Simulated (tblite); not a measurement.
C₅H₁₁NOSi₂.
Numbering: `[CH2:1]=[CH:2][CH2:3][C@H:4]([C:5]#[N:6])[SiH2:7][O:8][SiH3:9]` (hydrogens: H10, H11 on C1; H12 on C2; H13, H14 on C3; H15 on C4; H16, H17 on Si7; H18, H19, H20 on Si9)

Computed with GFN2-xTB (tblite), gas phase: L-BFGS steps from a force-field or distance-geometry start until the largest atomic force falls under 0.01 eV/Å.

Step 34: E = -729.3874 eV
```
atom  x, y, z in Å  |  force x, y, z in eV/Å
C1     -3.7938    0.7570   -0.1359   -0.057  -0.040   0.023
C2     -2.7397    0.2491   -0.7446    0.061   0.089  -0.040
C3     -1.6358   -0.4917   -0.0604   -0.039  -0.020   0.035
C4     -0.2779    0.2223   -0.1816    0.018   0.021   0.037
C5      0.1414    0.3033   -1.5453   -0.033   0.044  -0.071
N6      0.4643    0.3763   -2.6419    0.031  -0.055   0.045
Si7     1.0284   -0.6695    0.9113    0.030  -0.057   0.015
O8      2.5163   -0.3732    0.3764   -0.029   0.052   0.044
Si9     4.0929    0.0418    0.2759   -0.072  -0.010  -0.038
H10    -4.5727    1.2721   -0.6725    0.043   0.024   0.000
H11    -3.9397    0.6539    0.9271    0.007  -0.003   0.025
H12    -2.6132    0.3706   -1.8114    0.009  -0.001  -0.061
H13    -1.5552   -1.4867   -0.5022    0.036  -0.067  -0.024
H14    -1.8659   -0.6094    0.9986   -0.051  -0.021   0.077
H15    -0.3969    1.2483    0.1809    0.005   0.076  -0.022
H16     0.8799   -0.1624    2.2775    0.016   0.011  -0.033
H17     0.7964   -2.1101    0.8347    0.086  -0.012  -0.032
H18     4.1501    1.5012    0.2527   -0.028  -0.008   0.010
H19     4.7455   -0.5068    1.4619   -0.008  -0.007   0.042
H20     4.5703   -0.5754   -0.9529   -0.024  -0.016  -0.033
```

Step 35: E = -729.3898 eV
```
atom  x, y, z in Å  |  force x, y, z in eV/Å
C1     -3.7954    0.7553   -0.1347   -0.028  -0.026   0.002
C2     -2.7418    0.2483   -0.7454    0.075   0.100  -0.021
C3     -1.6363   -0.4906   -0.0632    0.002  -0.027   0.057
C4     -0.2775    0.2262   -0.1788    0.027   0.013   0.014
C5      0.1458    0.3043   -1.5419   -0.040   0.004  -0.087
N6      0.4681    0.3618   -2.6400    0.028  -0.035   0.076
Si7     1.0280   -0.6696    0.9161   -0.027  -0.042  -0.005
O8      2.5158   -0.3601    0.3914   -0.040   0.039   0.029
Si9     4.0929    0.0422    0.2737   -0.034   0.023   0.008
H10    -4.5700    1.2738   -0.6727    0.008   0.027  -0.001
H11    -3.9412    0.6547    0.9284    0.009  -0.011   0.024
H12    -2.6149    0.3705   -1.8118   -0.001   0.004  -0.071
H13    -1.5556   -1.4864   -0.5048    0.056  -0.039  -0.029
H14    -1.8649   -0.6111    0.9952   -0.066  -0.019   0.099
H15    -0.3940    1.2543    0.1812   -0.014   0.037  -0.018
H16     0.8721   -0.1696    2.2842    0.016   0.002  -0.037
H17     0.8014   -2.1105    0.8217    0.087  -0.001  -0.021
H18     4.1540    1.5026    0.2472   -0.021  -0.030   0.011
H19     4.7481   -0.5083    1.4596   -0.014   0.007   0.009
H20     4.5605   -0.5772   -0.9570   -0.022  -0.025  -0.040
```

Step 36: E = -729.3919 eV
```
atom  x, y, z in Å  |  force x, y, z in eV/Å
C1     -3.7970    0.7530   -0.1337    0.012  -0.004  -0.020
C2     -2.7422    0.2495   -0.7462    0.069   0.078   0.005
C3     -1.6366   -0.4902   -0.0644    0.034  -0.018   0.060
C4     -0.2770    0.2303   -0.1760    0.014   0.000  -0.008
C5      0.1483    0.3050   -1.5395   -0.042  -0.035  -0.067
N6      0.4721    0.3479   -2.6378    0.025  -0.014   0.083
Si7     1.0271   -0.6704    0.9199   -0.066  -0.012  -0.025
O8      2.5142   -0.3477    0.4043   -0.037   0.029   0.013
Si9     4.0918    0.0428    0.2717    0.007   0.035   0.042
H10    -4.5673    1.2756   -0.6732   -0.019   0.026   0.002
H11    -3.9424    0.6555    0.9300    0.013  -0.021   0.007
H12    -2.6161    0.3707   -1.8133   -0.006   0.009  -0.049
H13    -1.5546   -1.4865   -0.5079    0.064   0.008  -0.016
H14    -1.8655   -0.6136    0.9942   -0.067  -0.013   0.080
H15    -0.3916    1.2608    0.1813   -0.027  -0.010  -0.015
H16     0.8663   -0.1761    2.2894    0.012  -0.007  -0.034
H17     0.8070   -2.1109    0.8101    0.083  -0.003  -0.012
H18     4.1571    1.5035    0.2426   -0.016  -0.039   0.011
H19     4.7494   -0.5096    1.4579   -0.023   0.019  -0.024
H20     4.5518   -0.5788   -0.9611   -0.027  -0.026  -0.033
```

Step 37: E = -729.3937 eV
```
atom  x, y, z in Å  |  force x, y, z in eV/Å
C1     -3.7980    0.7509   -0.1331    0.046   0.022  -0.034
C2     -2.7409    0.2523   -0.7467    0.047   0.036   0.024
C3     -1.6362   -0.4899   -0.0640    0.040   0.001   0.046
C4     -0.2762    0.2341   -0.1734   -0.015  -0.014  -0.019
C5      0.1494    0.3043   -1.5377   -0.035  -0.063  -0.024
N6      0.4769    0.3346   -2.6351    0.022   0.002   0.064
Si7     1.0251   -0.6711    0.9233   -0.073   0.016  -0.039
O8      2.5116   -0.3354    0.4162   -0.024   0.024   0.002
Si9     4.0902    0.0436    0.2705    0.029   0.025   0.050
H10    -4.5650    1.2772   -0.6737   -0.033   0.018   0.010
H11    -3.9432    0.6560    0.9315    0.018  -0.028  -0.021
H12    -2.6176    0.3710   -1.8155    0.000   0.014  -0.005
H13    -1.5523   -1.4859   -0.5115    0.064   0.052   0.006
H14    -1.8676   -0.6166    0.9948   -0.055  -0.005   0.038
H15    -0.3900    1.2665    0.1809   -0.034  -0.046  -0.013
H16     0.8606   -0.1832    2.2943    0.006  -0.013  -0.030
H17     0.8135   -2.1111    0.7987    0.075  -0.010  -0.005
H18     4.1610    1.5035    0.2384   -0.014  -0.030   0.010
H19     4.7512   -0.5098    1.4557   -0.029   0.024  -0.043
H20     4.5425   -0.5804   -0.9650   -0.034  -0.024  -0.018
```

**Question.** Estimate the geometry and energy of step 38. (The exact step hangs on the optimiser's Hessian estimate; all steps are aligned on step 37, rigid shifts and turns removed.)

**Answer.** E = -729.3956 eV, largest force 0.098 eV/Å
```
atom  x, y, z in Å  |  force x, y, z in eV/Å
C1     -3.7983    0.7495   -0.1330    0.063   0.048  -0.035
C2     -2.7385    0.2561   -0.7470    0.015  -0.011   0.029
C3     -1.6351   -0.4891   -0.0628    0.019   0.019   0.022
C4     -0.2755    0.2370   -0.1711   -0.047  -0.023  -0.018
C5      0.1496    0.3016   -1.5360   -0.017  -0.078   0.019
N6      0.4830    0.3211   -2.6316    0.019   0.013   0.030
Si7     1.0219   -0.6710    0.9264   -0.047   0.029  -0.046
O8      2.5083   -0.3222    0.4284   -0.005   0.023  -0.001
Si9     4.0884    0.0446    0.2702    0.027   0.005   0.031
H10    -4.5635    1.2789   -0.6739   -0.033   0.004   0.019
H11    -3.9435    0.6558    0.9325    0.023  -0.029  -0.048
H12    -2.6199    0.3715   -1.8179    0.017   0.019   0.043
H13    -1.5489   -1.4837   -0.5150    0.056   0.075   0.028
H14    -1.8707   -0.6195    0.9960   -0.034   0.004  -0.008
H15    -0.3890    1.2708    0.1801   -0.037  -0.060  -0.010
H16     0.8536   -0.1913    2.2995   -0.002  -0.018  -0.028
H17     0.8215   -2.1108    0.7862    0.064  -0.016   0.003
H18     4.1662    1.5026    0.2339   -0.012  -0.002   0.011
H19     4.7542   -0.5090    1.4522   -0.027   0.018  -0.040
H20     4.5310   -0.5822   -0.9686   -0.040  -0.021  -0.001
```

The energy changes by -0.0018 eV. The first-order estimate −F·Δx gives -0.0025 eV and the mean of the old and new forces, exact on a quadratic surface, -0.0018 eV. The step makes an angle of 74° with the force vector and moves no atom by more than 0.018 Å.

The cost below is that of the whole relaxation. Hardware: one thread, Arm Neoverse V1 (aarch64), shared host. Cost: 1.4 s.
